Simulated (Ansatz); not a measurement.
C6H12O2, charge +1, doublet, geometry from GFN2-xTB (a state made from the parent by changing its charge; the spin is typed, not shown lowest); Ansatz (a program for electronic structure) with CAM-B3LYP/STO-3G.

Input for Ansatz:
Ansatz 0.2 input:
```yaml
crystal:
  periodic: [false, false, false]
  atoms:
    - {symbol: C, position_ang: [-3.87859876, 0.56907484, -0.23906773]}
    - {symbol: C, position_ang: [-2.69519585, -0.32943690, 0.01157181]}
    - {symbol: C, position_ang: [-1.35165221, 0.36119849, -0.07247986]}
    - {symbol: C, position_ang: [-0.15743745, -0.53991423, 0.16191148]}
    - {symbol: O, position_ang: [0.98070711, 0.29253839, 0.42395932]}
    - {symbol: C, position_ang: [2.14111931, -0.14015631, -0.02975134]}
    - {symbol: C, position_ang: [3.30062485, 0.70906270, 0.41729083]}
    - {symbol: O, position_ang: [2.26579798, -1.11327316, -0.72891355]}
    - {symbol: H, position_ang: [-3.76309220, 1.14165276, -1.15883222]}
    - {symbol: H, position_ang: [-4.79595382, -0.01498766, -0.27916002]}
    - {symbol: H, position_ang: [-4.01481834, 1.30056336, 0.56297046]}
    - {symbol: H, position_ang: [-2.82366548, -0.83627884, 0.97736436]}
    - {symbol: H, position_ang: [-2.70688169, -1.15499881, -0.71818678]}
    - {symbol: H, position_ang: [-1.31799885, 1.16739233, 0.67568311]}
    - {symbol: H, position_ang: [-1.22772050, 0.87440248, -1.03385711]}
    - {symbol: H, position_ang: [-0.31201660, -1.19799783, 1.02569627]}
    - {symbol: H, position_ang: [0.09117320, -1.17675346, -0.70374835]}
    - {symbol: H, position_ang: [2.93378746, 1.67941786, 0.74147963]}
    - {symbol: H, position_ang: [4.01827272, 0.80078337, -0.39478626]}
    - {symbol: H, position_ang: [3.79371392, 0.20371123, 1.24815944]}
basis:
  gaussian:
    orbitals: STO-3G
hamiltonian:
  xc: cam_b3lyp
total_charge: 1
magnetization: {spin_polarized: true, initial_magnetization: 1}
accuracy: high
```

The log (banner, timings and long lists left out):

```
Functional definition: CAM-B3LYP
1160 factors; integrals over basis functions are off by at most 2.2e-8 eV
438 factors; integrals over basis functions are off by at most 8.4e-10 eV
mean field evaluation 1: about -10362.2506 eV, gradient 2.0e1 eV
mean field evaluation 2: about -10362.9996 eV, gradient 2.0e1 eV
mean field evaluation 4: about -10364.9639 eV, gradient 2.0e0 eV
mean field evaluation 8: about -10364.9101 eV, gradient 1.3e-1 eV
mean field evaluation 16: about -10364.9137 eV, gradient 5.7e-3 eV
mean field evaluation 32: about -10364.9137 eV, gradient 1.0e-7 eV
mean field -10364.91371934 eV, -380.9035535951 hartree, gradient 3.8e-8 eV, S^2 0.755641; 2 other end points of the search recorded, 0 dependent functions left out
reference -10364.91374330 eV, -380.9035544753 hartree; 32, 31 occupied and 20, 21 virtual orbitals, 1160 factors
Total energy: -10364.91374330 eV, -380.9035544753 hartree
```
